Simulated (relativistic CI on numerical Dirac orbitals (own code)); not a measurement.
Ligand-field terms of d3

Computed with a parametric ligand-field model of a d^n configuration (Racah B and C, spin-orbit zeta, crystal field), exact diagonalisation.

Field parameters in Wybourne normalisation: Oh B⁴₀ = 21Dq, B⁴₄ = √(5/14) B⁴₀; Td as Oh with Dq negative (B⁴₀ = 21Dq, B⁴₄ = √(5/14) B⁴₀). The field is a parameter set, without covalency.

(1) Ground term and bands for B = 440, C = 2260, ζ = 0 cm⁻¹, Oh, 10Dq = 12100 cm⁻¹?

(2) Ground term and bands for B = 750, C = 2760, ζ = 0 cm⁻¹, Oh, 10Dq = 37550 cm⁻¹?

(3) A d3 ion in Oh symmetry has the ground term 4A2 and bands at 4T2 9150 cm⁻¹ (1093 nm), 2E 13394 cm⁻¹ (747 nm), 2T1 14024 cm⁻¹ (713 nm), 4T1 14438 cm⁻¹ (693 nm), 2T2 18883 cm⁻¹ (530 nm), 4T1 23062 cm⁻¹ (434 nm). Which parameters reproduce them?

(4) Ground term and bands for B = 480, C = 1830, ζ = 0 cm⁻¹, Oh, 10Dq = 13750 cm⁻¹?

(5) A d3 ion in Td symmetry has the ground term 4T1 and bands at 4T2 3951 cm⁻¹ (2531 nm), 2E 8203 cm⁻¹ (1219 nm), 4A2 8551 cm⁻¹ (1169 nm), 2T1 11649 cm⁻¹ (858 nm), 2T2 11797 cm⁻¹ (848 nm), 4T1 12753 cm⁻¹ (784 nm). Which parameters reproduce them?

Results:

(1) Ground term 4A2 with 0.00 electrons in the two orbitals of the cubic e set. Spin-allowed: 4T2 12100 cm⁻¹ (826 nm), 4T1 16599 cm⁻¹ (602 nm), 4T1 26301 cm⁻¹ (380 nm). Lowest spin-forbidden: 2E 10073 cm⁻¹ (993 nm), 2T1 10440 cm⁻¹ (958 nm), 2T2 15184 cm⁻¹ (659 nm). With an A2 ground term the first spin-allowed band lies at |10Dq| itself.

(2) Ground term 4A2 with 0.00 electrons in the two orbitals of the cubic e set. Spin-allowed: 4T2 37550 cm⁻¹ (266 nm), 4T1 45906 cm⁻¹ (218 nm), 4T1 77994 cm⁻¹ (128 nm). Lowest spin-forbidden: 2E 14181 cm⁻¹ (705 nm), 2T1 14719 cm⁻¹ (679 nm), 2T2 22745 cm⁻¹ (440 nm). With an A2 ground term the first spin-allowed band lies at |10Dq| itself.

(3) B = 670, C = 2920, ζ = 0 cm⁻¹, Oh, 10Dq = 9150 cm⁻¹.

(4) Ground term 4A2 with 0.00 electrons in the two orbitals of the cubic e set. Spin-allowed: 4T2 13750 cm⁻¹ (727 nm), 4T1 18700 cm⁻¹ (535 nm), 4T1 29750 cm⁻¹ (336 nm). Lowest spin-forbidden: 2E 9067 cm⁻¹ (1103 nm), 2T1 9494 cm⁻¹ (1053 nm), 2T2 13971 cm⁻¹ (716 nm). With an A2 ground term the first spin-allowed band lies at |10Dq| itself.

(5) B = 630, C = 2760, ζ = 0 cm⁻¹, Td, 10Dq = -4600 cm⁻¹.
